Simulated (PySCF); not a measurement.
SMILES COC(=O)[SiH2]B(O)O, GFN2-xTB optimised geometry.

```
15

C      2.76     1.50     0.00
O      2.09     0.24     0.00
C      0.77     0.24     0.00
O      0.10     1.26     0.00
Si    -0.03    -1.52    -0.01
B     -1.97    -1.14    -0.11
O     -2.86    -2.16    -0.17
O     -2.46     0.13    -0.11
H      2.78     1.91     1.01
H      3.78     1.31    -0.35
H      2.25     2.20    -0.66
H      0.64    -2.20    -1.13
H      0.52    -2.16     1.20
H     -3.78    -1.89    -0.21
H     -1.79     0.83    -0.07
```

Density from B3LYP/def2-TZVP in PySCF at that geometry.

Minimum of the electron density along straight lines between bonded atoms, close to the bond critical point (lines longer than 1.1 times the sum of covalent radii, or with two minima, are not listed):

```
bond     length / Å  ρ at the minimum / e bohr⁻³  ∇²ρ there / e bohr⁻⁵  position (fraction from the first atom)
-------  ----------  ---------------------------  --------------------  ---------------------------------------
C1–O2         1.428                        0.247                 -0.48                                     0.35
O2–C3         1.325                        0.318                 -0.56                                     0.66
C3–O4         1.219                        0.416                 -0.29                                     0.34
C3–Si5        1.935                        0.109                  0.17                                     0.62
Si5–B6        1.984                        0.121                 -0.07                                     0.39
B6–O7         1.353                        0.214                  0.97                                     0.33
B6–O8         1.353                        0.215                  0.93                                     0.33
C1–H9         1.092                        0.286                 -1.02                                     0.65
C1–H10        1.087                        0.290                 -1.04                                     0.65
C1–H11        1.092                        0.287                 -1.03                                     0.65
Si5–H12       1.470                        0.123                  0.17                                     0.49
Si5–H13       1.471                        0.123                  0.17                                     0.49
O7–H14        0.961                        0.359                 -2.45                                     0.81
O8–H15        0.967                        0.349                 -2.43                                     0.82
```
